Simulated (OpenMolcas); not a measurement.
## Cr2+, Mo2+, W2+: d⁴ down the group

| Property | Result |
| --- | --- |
| Program | OpenMolcas |
| Method | MS-CASPT2, IPEA 0.25 Eh, imaginary shift 0.1 Eh |
| Basis | ANO-RCC-VQZP |
| Scalar Hamiltonian | DKH2, point nucleus |
| Spin-orbit coupling | RASSI with atomic mean-field integrals over the reference wave functions, term energies averaged over their components |

Active space for each ion: 4 electrons in 6 orbitals (d s); closed shells correlated by CASPT2: Cr2+ 3s 3p; Mo2+ 4s 4p; W2+ 5s 5p.

Computed levels in cm-1 above ⁵D₀:

```json
{"Level": "⁵D₁", "Cr2+": "72.0", "Mo2+": "252", "W2+": "2600"}
{"Level": "⁵D₂", "Cr2+": "213", "Mo2+": "695", "W2+": "5080"}
{"Level": "⁵D₃", "Cr2+": "416", "Mo2+": "1269", "W2+": "7040"}
{"Level": "⁵D₄", "Cr2+": "676", "Mo2+": "1936", "W2+": "8450"}
{"Level": "³P₀(1)", "Cr2+": "16420", "Mo2+": "11600", "W2+": "10920"}
{"Level": "³P₁(1)", "Cr2+": "16860", "Mo2+": "12870", "W2+": "13990"}
{"Level": "³H₄", "Cr2+": "17180", "Mo2+": "13330", "W2+": "14950"}
{"Level": "³H₅", "Cr2+": "17340", "Mo2+": "13930", "W2+": "18220"}
{"Level": "³H₆", "Cr2+": "17510", "Mo2+": "14460", "W2+": "19860"}
{"Level": "weight of ⁵D in the lowest level (%)", "Cr2+": "100", "Mo2+": "98", "W2+": "63"}
```

Mixed levels, with the weight of the term that names them: W2+ ⁵D₀ (63 %), W2+ ³P₀(1) (58 %), W2+ ³P₁(1) (73 %), W2+ ³H₄ (53 %), W2+ ³H₅ (73 %).

Measured, with the error of the calculation in %. Measured levels: Cr2+ from Sugar and Corliss, J. Phys. Chem. Ref. Data 6, 317 (1977); Mo2+ from Sugar and Musgrove, J. Phys. Chem. Ref. Data 17, 155 (1988); W2+ from NIST levels as listed in McCann et al., Mon. Not. R. Astron. Soc. 538, 537 (2025).

```csv
Level,Cr2+,Mo2+,W2+
⁵D₁,62.2 (+15.8),242 (+4.2),2256 (+15.1)
⁵D₂,183 (+16.1),668 (+4.0),4461 (+14.0)
⁵D₃,357 (+16.7),1224 (+3.7),6278 (+12.1)
⁵D₄,576 (+17.4),1872 (+3.4),7687 (+10.0)
³P₀(1),16771 (-2.1),11149 (+4.0),9904 (+10.3)
³P₁(1),17169 (-1.8),12510 (+2.9),12881 (+8.6)
³H₄,17274 (-0.5),12680 (+5.1),
³H₅,17397 (-0.3),13276 (+4.9),
³H₆,17531 (-0.1),13811 (+4.7),
```

The fine-structure level ⁵D₄ changes by a factor of 12.5 from Cr2+ to W2+.

Without spin-orbit coupling ³P(1) lies 16820, 12480, 7810 cm-1 above ⁵D in that order; the difference to the level ³P₀(1), of either sign, comes from spin-orbit coupling, which also lowers the zero.

Term energies are means over components that CASPT2 splits; among the terms shown or strongly mixed into the levels shown the widest spread is 170 cm-1 (5d⁴ ¹I, W2+). Over all roots computed the reference weight is 0.87 to 0.94 in Cr2+; the roots of lowest weight are the least certain, and an intruder state may touch them. Blocks of more than 70 roots (2S+1 = 3 even, 1 even) ran without multistate coupling. Terms from blocks run as CI alone lack orbitals of their own. The CASPT2 spread within a term exceeds the gap to the next term for 3d⁴ ³P(1) and 3d⁴ ³H, so the order of their levels is uncertain (holds for Cr2+). Configurations are named by rounded mean occupations; where the s occupation lies near a half they are strongly mixed, a name can repeat and a true partner stay unpaired (holds for Mo2+; W2+). Some high roots are left out of the spin-orbit mixing, which shifts the levels that they would mix with (holds for W2+). Computed and measured levels are paired by configuration, term and J; levels that our copy of the source lacks, or whose pairing is in doubt (as where it misses far off the trend of its configuration), stay unpaired and out of the deviations. Levels of configurations outside the active space are missing.

A number in round brackets counts repeated terms of one configuration in the order of the reference energies.
